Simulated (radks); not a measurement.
Sc+, configuration [Ar] 3d1 4s1.

Calculated with a radial shooting solver on a logarithmic mesh with Libxc functionals: Dirac Kohn-Sham, LDA (Slater exchange, Perdew-Wang correlation), spin-unpolarised, spherical densities, finite nucleus; open shells fill j = l - 1/2 first; Fermi nuclear charge, rms radius 3.5459 fm.

Energy parts (hartree):
total: -762.06594
kinetic: 768.31869
electron-nucleus: -1808.04726
Hartree: 314.61029
exchange-correlation: -36.94766

Orbitals (lengths in bohr, moments of r in powers of bohr; <r^-3> diverges for s and p1/2):
| orbital | occ. | eigenvalue (hartree) | <r> | <r^-3> | <r^2> |
|---|---|---|---|---|---|
| 1s1/2 | 2 | -161.3896 | 0.07320 | - | 0.007205 |
| 2s1/2 | 2 | -17.63715 | 0.3444 | - | 0.1405 |
| 2p1/2 | 2 | -14.62996 | 0.3064 | - | 0.1161 |
| 2p3/2 | 4 | -14.45982 | 0.3090 | 219.6 | 0.1180 |
| 3s1/2 | 2 | -2.27029 | 1.077 | - | 1.339 |
| 3p1/2 | 2 | -1.50562 | 1.163 | - | 1.598 |
| 3p3/2 | 4 | -1.48663 | 1.172 | 24.66 | 1.620 |
| 3d3/2 | 1 | -0.37646 | 1.696 | 1.512 | 3.767 |
| 3d5/2 | 0 | -0.37523 | 1.700 | 1.496 | 3.786 |
| 4s1/2 | 1 | -0.36569 | 3.334 | - | 12.62 |

The highest occupied level is 4s1/2 at -9.951 eV. The configuration is held as typed, so some empty levels lie below it. The electron density at the nucleus is 7211 e/bohr^3.
